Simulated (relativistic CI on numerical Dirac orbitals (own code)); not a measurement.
What each ingredient does to the levels of Sr I

Base calculation: Dirac-Coulomb-Breit CI, orbitals from a KLI potential per configuration, model QED (radiative potential, 1s self-energy scaled to tabulated hydrogen-like ionisation energies), valence Slater integrals scaled by 0.85, P86 correlation energy added to each configuration.

Configuration list (outside the closed core [Kr]): 5s2, 5s.5p, 5s.4d, 5s.6s, 4d.5p, 5s.5d, 5p2, 4d2, 5s.6p, 5s.7s, 5s.4f, 5s.7p, 5s.6d, 5s.5f, 5s.5g, 5s.7d. Levels of other configurations are missing.

Variants: (1) valence Slater integrals scaled by 0.75; (2) Slater integrals left unscaled; (3) configuration mixing switched off; (4) one mean potential for all configurations. Shifts of the energy above 5s2 1S_0, in cm⁻¹, for the lowest level and the first level of each name with at least 55 % of one term (blank where a level changes its place among those of its configuration and J or its character, or is not in the variant):

```
      Level     Base    Δ(1)     Δ(2)     Δ(3)     Δ(4)  Measured
   5s2 1S_0      0.0     0.0      0.0      0.0      0.0       0.0
5s.5p 3P°_0  12564.5  -133.8   +251.5  -2775.8   +266.7   14317.5
5s.5p 3P°_1  12730.9  -142.4   +264.1  -2770.1   +271.6   14504.4
5s.5p 3P°_2  13074.0  -158.9   +288.9  -2768.4   +283.2   14898.6
 5s.4d 3D_1  18477.2  -443.1   +730.2  -3277.6   -769.3   18159.1
 5s.4d 3D_2  18495.1  -442.8   +729.7  -3271.0   -780.4   18218.8
 5s.4d 3D_3  18523.4  -442.4   +729.2  -3262.1   -798.1   18319.3
 5s.4d 1D_2  20294.2  -322.6   +455.8   +955.4   -130.8   20149.7
5s.5p 1P°_1  20541.9  -798.6  +1138.2  +2325.7   +170.6   21698.5
 5s.6s 3S_1  29168.5  -563.9   +911.2  -3311.3   +823.2   29038.8
 5s.6s 1S_0  30525.1  -682.2  +1054.6  -2800.7  +1420.2   30591.8
4d.5p 3F°_2  32383.2  -253.2   +444.7  -3294.7   -384.1   33266.9
4d.5p 3F°_3  32623.0  -258.9   +453.0  -3286.0   -390.8   33589.7
4d.5p 1D°_2  32760.9  -266.4   +464.9  -3317.6   -268.8   33826.9
```

Correlation outside the listed configurations is missing or only estimated: errors of thousands of cm⁻¹ between configurations and terms are usual at this charge. Rates and lifetimes follow the computed energies and can be off by large factors. The fine structure of a lone outer electron comes out too small, for d and f at times inverted, and misplaced configurations move strength between like terms. 27 of the 27 excited levels that our extract of the measured tables holds in this range could be paired (the sources list more); they are missed by 719 cm⁻¹ on average and 1825 at most, and levels without a partner can miss by more.

Measured levels: NIST Handbook of Basic Atomic Spectroscopic Data (Sansonetti and Martin, J. Phys. Chem. Ref. Data 34, 1559 (2005)).

Ionisation energy from the two ground configurations alone: base 5.454 eV. The NIST ASD value (measured) is 5.69487 eV. The gap of more than 2 % comes from missing correlation.

LS names give the leading component of a level, which can be under half, so a name can repeat, a term be missing and a line seem to break the LS rules.
